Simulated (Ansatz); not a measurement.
Ansatz (a first-principles code) input (B3LYP-D3(BJ)/def2-TZVP):

Ansatz 0.2 input:
```yaml
crystal:
  periodic: [false, false, false]
  atoms:
    - {symbol: Lu, position_ang: [0.00448578, 0.00624568, -0.00032985]}
    - {symbol: F, position_ang: [-1.58739230, -0.97498010, 0.08750791]}
    - {symbol: F, position_ang: [0.00525762, 1.72622404, -0.73934426]}
    - {symbol: F, position_ang: [1.59814490, -0.73777444, 0.64043259]}
basis:
  gaussian:
    orbitals: def2-TZVP
hamiltonian:
  xc: b3lyp
  dispersion: d3bj
relax: {f_tol: 0.002, max_steps: 150}
```

Output:

```
Functional definition: B3LYP
integrals: 0.14 GiB planned
1307 factors; their error is unknown
mean field: 1.11 GiB planned
mean field evaluation 1: about -41793.6644 eV, gradient 8.1e1 eV
mean field evaluation 2: about -41755.6773 eV, gradient 2.0e2 eV
mean field evaluation 4: about -41802.1907 eV, gradient 1.2e1 eV
mean field evaluation 8: about -41802.3714 eV, gradient 2.7e-1 eV
mean field evaluation 16: about -41802.3714 eV, gradient 1.9e-5 eV
mean field -41802.37137980 eV, -1536.2088135426 hartree, gradient 1.9e-5 eV, S^2 0.000000; 0 other end points of the search recorded, 0 dependent functions left out
the calculation of the forces begins
reference -41802.37166472 eV, -1536.2088240131 hartree; 35, 35 occupied and 154, 154 virtual orbitals, 1307 factors
relax step   1: F+E_penalty+E_count = -41802.45182170 eV  Δ(F+E_penalty+E_count) = +0.000e0 eV  max|allowed force component| = 2.751e0 eV/Å  Δτ_max = 0.0000 Å  (28 SCF iters, accepted)
these checks for a lower state are left out or cut short: starts, cluster_reference, orbital_swaps, neighbouring_geometries, increment
integrals: 0.14 GiB planned
1307 factors; their error is unknown
mean field: 1.09 GiB planned
mean field -41802.78145072 eV, -1536.2238833710 hartree, gradient 1.0e-5 eV, S^2 0.000000; 0 other end points of the search recorded, 0 dependent functions left out
the calculation of the forces begins
reference -41802.78173665 eV, -1536.2238938788 hartree; 35, 35 occupied and 154, 154 virtual orbitals, 1307 factors
relax step   2: F+E_penalty+E_count = -41802.85995256 eV  Δ(F+E_penalty+E_count) = -4.081e-1 eV  max|allowed force component| = 2.207e-1 eV/Å  Δτ_max = 0.0893 Å  (37 SCF iters, accepted)
these checks for a lower state are left out or cut short: starts, cluster_reference, orbital_swaps, neighbouring_geometries, increment
integrals: 0.14 GiB planned
1307 factors; their error is unknown
mean field: 1.09 GiB planned
mean field -41802.78518156 eV, -1536.2240204768 hartree, gradient 1.1e-5 eV, S^2 0.000000; 0 other end points of the search recorded, 0 dependent functions left out
the calculation of the forces begins
reference -41802.78546757 eV, -1536.2240309875 hartree; 35, 35 occupied and 154, 154 virtual orbitals, 1307 factors
relax step   3: F+E_penalty+E_count = -41802.86348681 eV  Δ(F+E_penalty+E_count) = -3.534e-3 eV  max|allowed force component| = 1.036e-2 eV/Å  Δτ_max = 0.0095 Å  (32 SCF iters, accepted)
these checks for a lower state are left out or cut short: starts, cluster_reference, orbital_swaps, neighbouring_geometries, increment
integrals: 0.14 GiB planned
1307 factors; their error is unknown
mean field: 1.09 GiB planned
mean field evaluation 32: about -41802.6728 eV, gradient 2.8e-1 eV
mean field -41802.78520001 eV, -1536.2240211548 hartree, gradient 1.1e-5 eV, S^2 0.000000; 0 other end points of the search recorded, 0 dependent functions left out
the calculation of the forces begins
reference -41802.78548602 eV, -1536.2240316657 hartree; 35, 35 occupied and 154, 154 virtual orbitals, 1307 factors
relax step   4: F+E_penalty+E_count = -41802.86349517 eV  Δ(F+E_penalty+E_count) = -8.365e-6 eV  max|allowed force component| = 1.244e-4 eV/Å  Δτ_max = 0.0006 Å  (34 SCF iters, accepted)
integrals: 0.14 GiB planned
1307 factors; their error is unknown
mean field: 1.09 GiB planned
mean field -41802.78520001 eV, -1536.2240211548 hartree, gradient 1.1e-5 eV, S^2 0.000000; 1 other end points of the search recorded, 0 dependent functions left out
the calculation of the forces begins
reference -41802.78548602 eV, -1536.2240316657 hartree; 35, 35 occupied and 154, 154 virtual orbitals, 1307 factors
Total energy: -41802.86378119 eV, -1536.2269089598 hartree
Atom 0 at     0.004287     0.006523     0.000880 Å, force    -0.000124     0.000009    -0.000026 eV/Å
Atom 1 at    -1.671848    -1.026645     0.091777 Å, force     0.000091     0.000055    -0.000006 eV/Å
Atom 2 at     0.005175     1.816914    -0.778561 Å, force     0.000002    -0.000051     0.000021 eV/Å
Atom 3 at     1.682882    -0.777076     0.674170 Å, force     0.000031    -0.000013     0.000011 eV/Å
Dipole moment:    -0.002050     0.003999     0.009518 e Å
```
